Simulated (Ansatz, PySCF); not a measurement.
The pair A = N-methylmethanimine (SMILES C=NC) (first 8 atoms), B = HF (SMILES F); geometry from B3LYP-D3(BJ)/def2-TZVP.
(charge 0, multiplicity 1):
```xyz
10

C     -0.8712     0.9822     0.0853
N     -0.1188     0.1396     0.6432
C      0.5642    -0.8625    -0.1502
H     -1.3765     1.7274     0.6935
H     -1.0415     0.9987    -0.9953
H      0.3436    -0.7810    -1.2197
H      1.6390    -0.7636     0.0099
H      0.2740    -1.8513     0.2085
F      0.2233     0.1814     3.2276
H      0.1023     0.1588     2.2706
```

Frozen-core correlation. Rows in 6-31G* carry no dispersion term and start afresh at each structure (6-31G* with six Cartesian d functions).

Codes used: Ansatz (a quantum-chemistry and plane-wave program); PySCF for 6-31G* rows. Values without a source in brackets are computed.

Total energies (hartree), monomers frozen at their geometry in the pair:

| structure | HF/6-31G* | PBE/def2-TZVPPD | MP2/aug-cc-pVDZ |
|---|---|---|---|
| AB | -233.0787557 | -234.2344853 | -233.8193597 |
| A in the pair's basis | -133.0616386 | -133.8155885 | -133.5433701 |
| B in the pair's basis | -100.0010627 | -100.3956903 | -100.2553302 |
| A | -133.0607503 | -133.8155044 | -133.5418375 |
| B | -99.9997504 | -100.3956017 | -100.2542348 |

Work out the interaction energy without and with the counterpoise correction, and the superposition error, for each level.


E(AB) − E(A) − E(B), times 627.509 kcal/mol, with the monomers in their own basis and then in the pair's basis:
- HF/6-31G*: -11.46 uncorrected, -10.07 corrected; the monomers gain 1.38 kcal/mol from borrowed functions
- PBE/def2-TZVPPD: -14.67 uncorrected, -14.56 corrected; the monomers gain 0.11 kcal/mol from borrowed functions
- MP2/aug-cc-pVDZ: -14.61 uncorrected, -12.96 corrected; the monomers gain 1.65 kcal/mol from borrowed functions
